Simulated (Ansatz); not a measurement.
Reaction (substitution at a C–Ge bond): `C[O][Ge]([CH3])([NH2])[Cl]` + `CBCO` → `CBCOC` + `C[O][GeH]([NH2])[Cl]`

Gas-phase electronic energies from Ansatz, PBE0-D4/def2-TZVP geometries. CCSD(T)/CBS adds triple-zeta CCSD(T) − MP2 to the extrapolated MP2 energy (def2 sets, frozen cores). Functionals use def2-TZVPP. For Ge outer-core shells are correlated without core-valence functions, which leaves a few kJ/mol of doubt a bond. Scalar relativity is left out up to krypton. Each species was taken in one conformer, which may not be the lowest.

```json
{"level": "r2SCAN-D4", "ΔE (kcal/mol)": "20.1"}
{"level": "r2SCAN", "ΔE (kcal/mol)": "20.0"}
{"level": "SCS-MP2/def2-QZVPP", "ΔE (kcal/mol)": "20.6"}
{"level": "MP2/CBS(def2)", "ΔE (kcal/mol)": "22.8"}
```

(1) What does CCSD(T)/CBS give? (Estimate.)

Largest T1 diagnostic among the species: 0.011.

Answers

(1) Computed: +21.3 kcal/mol. The listed levels differ from it by -1.2, -1.3, -0.7, 1.5 kcal/mol.

The D4 term adds +1.0 kcal/mol with B3LYP and +0.6 kcal/mol with PBE0; it sums over pairs of atoms, weighted by their polarisabilities, and B3LYP, whose exchange is more repulsive, gets the larger term. In def2-TZVPP, CCSD(T) changes the Hartree–Fock value by +3.8 kcal/mol (the triples alone add +0.3 kcal/mol) and MP2 by +5.3 kcal/mol.

B3LYP here is the variant with VWN-RPA as its local correlation; programs differ in this.
